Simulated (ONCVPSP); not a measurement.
## Ranking ONCV potentials for rubidium

All share these settings but for the change named:

ONCVPSP 4.0.1 input, shortened (lines: element, Z, core and valence counts, functional; n l f; lmax; l rc ep ncon nbas qcut; lloc lpopt rc5 dvloc0; l nproj debl; icmod fcfact rcfact), PBE, non-relativistic:

```
  Rb 37.00    6    4        4      upf
    1    0    2.00
    2    0    2.00
    2    1    6.00
    3    0    2.00
    3    1    6.00
    3    2   10.00
    4    0    2.00
    4    1    6.00
    4    2    0.50
    5    0    0.50
    2
    0    2.15    0.00    4    8    5.30
    1    2.00    0.00    4    7    7.90
    2    4.00    0.00    4    7    2.80
    4    5    1.75    2.00
    0    2    2.40
    1    2    1.50
    2    2    3.20
    2    0.35    1.10
```

Cutoff: the first of the cutoffs (Ha) at which the residual kinetic energy of the hardest occupied pseudo-wave falls to 1 and 0.1 mHa per electron; the density cutoff is not measured.

The base gives 15 Ha.

Of 7 variants that were run, those that failed, showed a ghost or another fault, or gave nearly equal values are left out.

A variant can come out equal or close to the base.

(1) Rank these variants from softest to hardest (loose cutoff).
A. all radii but the core radius scaled by about 1.33 (s 2.86, p 2.66, d 5.32 bohr); local potential polynomial inside 2.32 bohr (lpopt 5, dvloc0 2 Ha)
B. all radii but the core radius scaled by about 0.77 (s 1.66, p 1.54, d 3.08 bohr); local potential polynomial inside 1.34 bohr (lpopt 5, dvloc0 2 Ha)
C. all radii but the core radius scaled by about 0.96 (s 2.06, p 1.92, d 3.84 bohr); local potential polynomial inside 1.68 bohr (lpopt 5, dvloc0 2 Ha)

## Answers

(1) A (10 Ha), C (16 Ha), B (19 Ha).
